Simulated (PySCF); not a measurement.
Isomers of C5H8NP, mass 113.039 u with the commonest isotopes. Theory: CAM-B3LYP/def2-SVPD in PySCF (dipole) on a GFN2-xTB geometry, gas phase. One conformer each, none proved a minimum here; rigid rotors.

Problem. Order these by rotational constant B, largest first.
A. `[CH3:1]/[CH:2]=[P:3]/[CH2:4][CH2:5][C:6]#[N:7]` with C2–P3–C4–C5 180°, P3–C4–C5–C6 180°
B. `[CH3:1][CH2:2][c:3]1[nH:4][cH:5][cH:6][p:7]1` with C1–C2–C3–N4 77°
C. `[CH3:1][NH:2][p:3]1[cH:4][cH:5][cH:6][cH:7]1` with C1–N2–P3–C4 -174°

Solution. B (1752 MHz), C (1578 MHz), A (746.8 MHz).

Problem. Order these by rotational constant A, largest first.
A. `[CH3:1][NH:2][p:3]1[cH:4][cH:5][cH:6][cH:7]1` with C1–N2–P3–C4 -174°
B. `[CH3:1][CH2:2][c:3]1[nH:4][cH:5][cH:6][p:7]1` with C1–C2–C3–N4 77°
C. `[CH3:1]/[CH:2]=[P:3]/[CH2:4][CH2:5][C:6]#[N:7]` with C2–P3–C4–C5 180°, P3–C4–C5–C6 180°

Solution. C (10511 MHz), A (5305 MHz), B (4214 MHz).

Problem. Order these by out-of-plane moment Σ m c² = (Ia + Ib − Ic)/2, largest first.
A. `[CH3:1]/[CH:2]=[P:3]/[CH2:4][CH2:5][C:6]#[N:7]` with C2–P3–C4–C5 180°, P3–C4–C5–C6 180°
B. `[CH3:1][NH:2][p:3]1[cH:4][cH:5][cH:6][cH:7]1` with C1–N2–P3–C4 -174°
C. `[CH3:1][CH2:2][c:3]1[nH:4][cH:5][cH:6][p:7]1` with C1–C2–C3–N4 77°

Solution. B (24.64 u·Å²), C (18.58 u·Å²), A (4.72 u·Å²).

```csv
SMILES,point group,Ia (u·Å²),Ib (u·Å²),Ic (u·Å²),κ,μa (D),μb (D),μc (D)
C/C=P/CCC#N,Cs,48.08,676.71,715.34,-0.99,4.05,0.54,0.00
CNp1cccc1,C1,95.26,320.17,366.16,-0.90,0.00,0.73,1.35
CCc1[nH]ccp1,C1,119.93,288.38,371.14,-0.73,1.47,3.06,0.32
```
